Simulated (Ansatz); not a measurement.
`C[CH2][SnH3]` → `[CH3][SnH3]` + `[CH2]` (triplet) at 600 K and 1 bar (formal loss of a carbene).

Calculated with Ansatz (gas phase, PBE0-D4/def2-TZVP geometries, no zero-point term in ΔE). CBS: MP2 limit from def2 TZ/QZ plus the TZ coupled-cluster correction, frozen cores. This one scheme is used for every species. Triplets are unrestricted, without spin–orbit coupling. Elements past krypton have def2 core potentials. For Sn outer-core shells are correlated without core-valence functions, which leaves a few kJ/mol of doubt a bond.

| species | CCSD(T)/CBS energy (Eh) | H − E (kJ/mol) | S (J/(mol·K)) |
| --- | --- | --- | --- |
| `C[CH2][SnH3]` | -294.92046 | 279.1 | 412.2 |
| `[CH3][SnH3]` | -255.66383 | 191.1 | 350.4 |
| `[CH2]` (triplet) | -39.09499 | 66.5 | 220.8 |

H − E and S are ideal-gas, rigid-rotor, harmonic terms from PBE0-D4/def2-TZVP, with the whole ground term of open shells counted as degenerate. 1 Eh = 2625.50 kJ/mol, R = 8.31446 J/(mol·K).

Question: By hand: ΔE, ΔH, ΔS and ΔG.

Answer: ΔE = (-255.66383) + (-39.09499) − (-294.92046) = 0.16164 Eh = 424.4 kJ/mol. Δ(H − E) = 191.1 + 66.5 − 279.1 = -21.5, so ΔH = 402.9 kJ/mol. ΔS = 350.4 + 220.8 − 412.2 = 159.0 J/(mol·K). ΔG = 402.9 − 600 × (159.0)/1000 = 307.5 kJ/mol.

Question: By hand: the equilibrium constant, and the temperature at which ΔG would vanish if ΔH and ΔS stayed fixed.

Answer: log₁₀ K = −ΔG/(RT ln 10) = -26.8. ΔG = 0 at ΔH/ΔS = 2534 K, far beyond where these terms or the molecules hold.

The number of gas molecules changes by +1, which sets the sign of ΔS. A doubt of 5 kJ/mol in ΔE shifts log₁₀ K by 0.4 here. A triplet takes part, so the spin changes. These are equilibria of isolated gas molecules and say nothing of rates. Largest T1 diagnostic: 0.012 (customary marks: 0.02 for closed shells, 0.045 for open ones).
